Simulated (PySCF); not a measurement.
H2FMgN (SMILES [NH2][Mg][F]), singlet, at a GFN2-xTB geometry (such geometries of metal compounds can be far from the true shape). Base run: PBE0/6-31G, polarisability run with PySCF.

The PySCF input:
```python
from pyscf import gto, scf, dft
from pyscf.prop import polarizability

mol = gto.M(
    atom='''
Mg    0.549796   -0.071411   -0.047097
F    -0.025955    1.293605   -0.909379
N    -0.572293   -1.218523    0.962480
H    -1.294945   -1.589824    0.352365
H    -1.062954   -0.666029    1.659855
''',
    basis='6-31g',
    charge=0,
    spin=0,
    verbose=4,
)

mf = dft.RKS(mol)
mf.xc = 'pbe0'
mf.kernel()
alpha = mf.Polarizability().polarizability()[2, 2]
print('alpha_zz =', alpha)
```

The base run was repeated with changes; each row names its change, and settings that it needs were set with it.

```json
[
 {"change": "base", "alpha_zz (bohr³)": "20.47", "basis functions": "35", "core-seconds (rough)": "5"},
 {"change": "basis = cc-pVDZ", "alpha_zz (bohr³)": "(withheld)", "basis functions": "56", "core-seconds (rough)": "7"},
 {"change": "functional = camb3lyp", "alpha_zz (bohr³)": "(withheld)", "basis functions": "35", "core-seconds (rough)": "8"},
 {"change": "basis = def2-TZVPD", "alpha_zz (bohr³)": "30.02", "basis functions": "130", "core-seconds (rough)": "30"},
 {"change": "finite field (a.u.) = 0.001; conv_tol = 1e-6", "alpha_zz (bohr³)": "20.50", "basis functions": "35", "core-seconds (rough)": "4"},
 {"change": "functional = lda,vwn", "alpha_zz (bohr³)": "23.87", "basis functions": "35", "core-seconds (rough)": "3"},
 {"change": "basis = 6-31+G*", "alpha_zz (bohr³)": "26.64", "basis functions": "62", "core-seconds (rough)": "8"},
 {"change": "finite field (a.u.) = 0.02; conv_tol = 1e-11", "alpha_zz (bohr³)": "21.01", "basis functions": "35", "core-seconds (rough)": "6"},
 {"change": "functional = hf", "alpha_zz (bohr³)": "15.54", "basis functions": "35", "core-seconds (rough)": "0.3"},
 {"change": "finite field (a.u.) = 2e-4; conv_tol = 1e-6", "alpha_zz (bohr³)": "9.80", "basis functions": "35", "core-seconds (rough)": "3"},
 {"change": "basis = def2-SVP", "alpha_zz (bohr³)": "23.30", "basis functions": "56", "core-seconds (rough)": "7"},
 {"change": "finite field (a.u.) = 0.001; conv_tol = 1e-11", "alpha_zz (bohr³)": "20.47", "basis functions": "35", "core-seconds (rough)": "6"}
]
```

### Question
Fill in the missing entries.

### Answer

- basis = cc-pVDZ, alpha_zz (bohr³): 23.18
- functional = camb3lyp, alpha_zz (bohr³): 19.86

Finite-field rows take the second difference of the energy in a field along z; a small field with loose convergence shows SCF noise divided by the square of the field, and a large one adds hyperpolarisability.
